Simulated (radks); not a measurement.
The oxygen anion O2-, [Ne], held by a Watson sphere: a shell of charge +2 at radius R that stands for the Madelung well of a crystal (potential energy -2/R inside, -2/r outside, in hartree with lengths in bohr). Calculated with a radial shooting solver on a logarithmic mesh with Libxc functionals: non-relativistic Kohn-Sham, PBEsol, spin-polarised, spherical densities, point nucleus. Response by self-consistent Sternheimer equations with the Hartree and adiabatic LDA kernel. The sphere does not respond.

| R (bohr) | e(1s) (eV) | e(2s) (eV) | e(2p) (eV) | <r> 2p (bohr) | sum of <r^2> (bohr^2) | X-ray form factor at sin(theta)/lambda = 0.3 1/angstrom | alpha (bohr^3) |
|---|---|---|---|---|---|---|---|
| 1.82 | -506.19 | -22.765 | -8.375 | 1.447 | 20.41 | 4.206 | 12.20 |
| 1.99 | -506.21 | -21.961 | -7.743 | 1.489 | 21.61 | 4.147 | 14.46 |
| 2.03 | -506.21 | -21.783 | -7.600 | 1.498 | 21.89 | 4.136 | 15.05 |
| 2.19 | -506.15 | -21.118 | -7.053 | 1.535 | 23.01 | 4.100 | 17.63 |
| 2.71 | -505.72 | -19.397 | -5.540 | 1.646 | 26.67 | 4.046 | 29.11 |
| 3.17 | -505.25 | -18.314 | -4.507 | 1.735 | 30.03 | 4.036 | 44.58 |
| 3.29 | -505.13 | -18.083 | -4.278 | 1.757 | 30.93 | 4.036 | 49.70 |
